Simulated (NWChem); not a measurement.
The numbers come from NWChem runs, not from measurements. System: H4AsSi, charge 0, spin multiplicity 2, at a geometry optimised with UPBE0/def2-SVP. The structure started from a generated list of species. Its SCF solution wasn't tested for a lower state. Level: UMP2/def2-TZVP, 14 core orbitals frozen.

The NWChem input:

```
start mol
memory heap 200 mb stack 900 mb global 1100 mb
geometry units angstroms nocenter noautoz noautosym
  Si    -1.441538    -0.564650     0.044795
  As     0.745509     0.340537    -0.025764
  H     -1.648913    -1.354973     1.298502
  H     -2.432895     0.552271     0.008146
  H     -1.680566    -1.461880    -1.128911
  H      1.342111    -1.068030     0.045358
end
basis spherical
  * library def2-tzvp
end
scf
  uhf
  nopen 1
  maxiter 100
  thresh 1e-7
  semidirect memsize 60000000 filesize 0
  # guess.movecs holds the orbitals of an unrestricted PBE0 run
  vectors input guess.movecs output mol.movecs
end
mp2
  freeze core 14
end
task mp2 energy
```

Part of the output:

```
             Northwest Computational Chemistry Package (NWChem) 7.3.0
             --------------------------------------------------------

                                NWChem Input Module
                                -------------------

 Scaling coordinates for geometry "geometry" by  1.889725989
 (inverse scale =  0.529177249)

                             Geometry "geometry" -> ""
                             -------------------------

 Output coordinates in angstroms (scale by  1.889725989 to convert to a.u.)

  No.       Tag          Charge          X              Y              Z
 ---- ---------------- ---------- -------------- -------------- --------------
    1 Si                  14.0000    -1.44153800    -0.56465000     0.04479500
    2 As                  33.0000     0.74550900     0.34053700    -0.02576400
    3 H                    1.0000    -1.64891300    -1.35497300     1.29850200
    4 H                    1.0000    -2.43289500     0.55227100     0.00814600
    5 H                    1.0000    -1.68056600    -1.46188000    -1.12891100
    6 H                    1.0000     1.34211100    -1.06803000     0.04535800

 Effective nuclear repulsion energy (a.u.)     149.5656865938

            Nuclear Dipole moment (a.u.)
            ----------------------------
        X                 Y               Z
 ---------------- ---------------- ----------------
     0.0000037795     0.0000170075     0.0000245664


 Summary of "ao basis" -> "" (spherical)
 ------------------------------------------------------------------------------
       Tag                 Description            Shells   Functions and Types
 ---------------- ------------------------------  ------  ---------------------
 *                         def2-tzvp                  on all atoms

 Summary of "ao basis" -> "ao basis" (spherical)
 ------------------------------------------------------------------------------
       Tag                 Description            Shells   Functions and Types
 ---------------- ------------------------------  ------  ---------------------
 Si                        def2-tzvp                13       37   5s5p2d1f
 As                        def2-tzvp                16       48   6s5p4d1f
 H                         def2-tzvp                 4        6   3s1p

                                 NWChem SCF Module
                                 -----------------

  ao basis        = "ao basis"
  functions       =   109
  atoms           =     6
  alpha electrons =    26
  beta  electrons =    25
  charge          =   0.00
  wavefunction    = UHF
  use symmetry    = F
  symmetry adapt  = F

 Summary of "ao basis" -> "ao basis" (spherical)
 ------------------------------------------------------------------------------
       Tag                 Description            Shells   Functions and Types
 ---------------- ------------------------------  ------  ---------------------
 Si                        def2-tzvp                13       37   5s5p2d1f
 As                        def2-tzvp                16       48   6s5p4d1f
 H                         def2-tzvp                 4        6   3s1p

 Forming initial guess at       0.1s

 Starting SCF solution at       0.1s

 ----------------------------------------------
         Quadratically convergent UHF

 Convergence threshold     :          1.000E-07
 Maximum no. of iterations :          100
 Integral*density screening:          1.000E-09
 ----------------------------------------------
[...]
   -------------------------------------

    Atom       Charge   Shell Charges
 -----------   ------   -------------------------------------------------------
    1 Si  14     6.92   1.00  0.29  0.70  0.42  0.22  2.06  0.86  0.26  0.76  0.19  0.06  0.08  0.01
    2 As  33    16.03   1.00  1.00  0.58  0.39  0.48  0.42  3.00  2.88  0.17  0.60  0.46  4.48  0.53  0.00  0.03  0.01
    3 H    1     0.51   0.12  0.28  0.12  0.00
    4 H    1     0.52   0.12  0.28  0.12  0.00
    5 H    1     0.51   0.12  0.28  0.12  0.00
    6 H    1     0.51   0.12  0.29  0.10  0.01

   Mulliken analysis of the spin density
   -------------------------------------

    Atom       Charge   Shell Charges
 -----------   ------   -------------------------------------------------------
    1 Si  14    -0.06  -0.00 -0.00  0.00 -0.01 -0.01 -0.00  0.00 -0.01 -0.04 -0.02  0.01  0.01  0.00
    2 As  33     1.09  -0.00  0.00  0.00 -0.00  0.00  0.04  0.00  0.01  0.02  0.51  0.50 -0.01  0.00  0.00  0.01 -0.00
    3 H    1     0.02   0.00  0.01  0.00 -0.00
    4 H    1    -0.00  -0.00 -0.00 -0.00  0.00
    5 H    1     0.02   0.00  0.01  0.00 -0.00
    6 H    1    -0.06  -0.01 -0.03 -0.02  0.00

       Multipole analysis of the density wrt the origin
       ------------------------------------------------

     L   x y z        total         alpha         beta         nuclear
     -   - - -        -----         -----         ----         -------
     0   0 0 0     -0.000000    -26.000000    -25.000000     51.000000

     1   1 0 0     -0.089360     -0.678801      0.589437      0.000004
     1   0 1 0     -0.152468     -0.325118      0.172633      0.000017
     1   0 0 1      0.009646      0.024644     -0.015022      0.000025

     2   2 0 0    -26.386097   -123.088677   -120.049462    216.752043
     2   1 1 0     -0.796205    -39.585865    -38.657121     77.446780
     2   1 0 1      0.047256      3.144570      3.118919     -6.216233
     2   0 2 0    -26.308361    -38.377911    -36.886923     48.956473
     2   0 1 1      0.032483      1.349071      1.528426     -2.845014
     2   0 0 2    -25.840329    -20.743018    -15.855744     10.758432

                   NWChem MP2 Semi-direct Energy/Gradient Module
                   ---------------------------------------------

  Basis functions       =    109
  Molecular orbitals    =    109
  Frozen core           =     14
  Frozen virtuals       =      0
  Active alpha occupied =     12
  Active beta occupied  =     11
  Active alpha virtual  =     83
  Active beta virtual   =     84
  Use MO symmetry       = F
  Use skeleton AO sym   = F

  AO/Fock/Back tols     =   1.0D-09  1.0D-09  1.0D-09

 GA uses MA = F    GA memory limited = T

 Available:
  local mem=  1.26D+08
 global mem=  1.44D+08
 local disk=  0.00D+00
  mp2_memr nvloc                    83
  nvloc new                    83
   1 passes of  12:        5242880                      74017                  19705533.
   1 passes of  12: M    126143363           G      144155438           F     120900483.

 Semi-direct pass number   1 of   1  for UHF alpha       at        7.5s
  vrange nnbf                  5813
  mp2_eaftype                    75  avail_ma_in_mb                  1099
 EAF : mp2_eaftype filesize          75    9852766.
  mp2_eaf for mointskh                     75
Node 0 wrote     46.3 Mb in      0.0 s     Agg I/O rate:  2554.6 Mb/s
 Done moints_semi at       15.0s
  mp2_eaftype                    75  avail_ma_in_mb                  1024
 EAF : mp2_eaftype filesize          75    9852766.
  mp2_eaf for kh                    75
 Done maket at       15.3s
 Done multipass loop at       15.3s

 GA uses MA = F    GA memory limited = T

 Available:
  local mem=  1.26D+08
 global mem=  1.44D+08
 local disk=  0.00D+00
  mp2_memr nvloc                    84
  nvloc new                    84
   1 passes of  11:        5242880                      70418                  18282511.
   1 passes of  11: M    126143363           G      144155438           F     120900483.

 Semi-direct pass number   1 of   1  for UHF beta        at       15.3s
  vrange nnbf                  5813
  mp2_eaftype                    69  avail_ma_in_mb                  1099
 EAF : mp2_eaftype filesize          69    9141255.
  mp2_eaf for mointskh                     69
Node 0 wrote     43.0 Mb in      0.0 s     Agg I/O rate:  2730.1 Mb/s
 Done moints_semi at       22.8s
  mp2_eaftype                    69  avail_ma_in_mb                  1030
 EAF : mp2_eaftype filesize          69    9141255.
  mp2_eaf for kh                    69
 Done maket at       23.0s
 Done multipass loop at       23.0s

          -------------------------------------------
          SCF energy               -2525.461586015631
          Correlation energy          -0.362105727697
          Singlet pairs                0.000000000000
          Triplet pairs                0.000000000000
          Total MP2 energy         -2525.823691743328
          -------------------------------------------

          ---------------------------------------------------
                    Spin Component Scaled (SCS) MP2
          Same spin pairs                     -0.088842661563
          Same spin scaling factor             0.333333333333
          Opposite spin pairs                 -0.273263066134
          Opposite spin scaling fact.          1.200000000000
          SCS-MP2 correlation energy          -0.357529899882
          Total SCS-MP2 energy             -2525.819115915513
          ---------------------------------------------------

 -----------------------
 Performance information
 -----------------------

 Timer overhead =  1.26D-07 seconds/call

               Nr. of calls         CPU time (s)                 Wall time (s)                GFlops
             ---------------    -------------------     ------------------------------   -------------------
Name         Min   Avg   Max    Min     Avg     Max     Min     Avg     Max   Mx/calls   Min     Max     Sum
mp2: moin     2     2     2    15.     15.     15.      15.     15.     15.     7.5      0.0     0.0     0.0
mp2: make     2     2     2   0.48    0.48    0.48     0.48    0.48    0.48    0.24      0.0     0.0     0.0
mp2: tota     1     1     1    16.     16.     16.      16.     16.     16.     16.      0.0     0.0     0.0

 The average no. of pstat calls per process was 5.00D+00
 with a timing overhead of 6.29D-07s

 Task  times  cpu:       23.0s     wall:       23.0s

 Total times  cpu:       23.0s     wall:       23.0s
```
